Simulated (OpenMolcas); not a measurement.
Au3+ (d8) among equal point charges was computed by CASSCF with the d shell active (OpenMolcas, ANO-RCC-VTZP on the metal). Its lowest spin-free states, and all those of the highest spin:

| 2S+1 | Degeneracy | E (cm-1) |
| --- | --- | --- |
| 3 | 2 | 0.0 |
| 3 | 2 | 1230 |
| 3 | 1 | 1444 |
| 3 | 2 | 5537 |
| 1 | 1 | 7615 |
| 1 | 2 | 11420 |
| 1 | 2 | 14651 |
| 3 | 2 | 15388 |
| 1 | 2 | 19904 |
| 1 | 1 | 20023 |
| 1 | 2 | 20365 |
| 3 | 1 | 23340 |

Q: Is the site octahedral, tetrahedral or cube-like, axial, or of lower symmetry?

A: The states with 2S+1 = 3 have orbital degeneracies 2, 2, 1, 2, 2, 1. There are pairs but no triples, so the site is axial: not cubic, but with a proper or improper axis of order three or more. The run had Au3+ among 2 point charges of -0.8 e arranged as a linear pair (D∞h), 1.78 Å from the ion.

Spin-orbit coupling mixes the spin-free states strongly: the lowest level takes only 50 % from its leading state, 3Π. Without dynamic correlation the repulsion within the d shell is too large (B by tens of per cent), so at a given field states of lower spin stand too high. Real 4d8 and 5d8 ions are as a rule square planar and diamagnetic. This is an electrostatic model: the charges have no orbitals. No measured value stands beside these numbers.
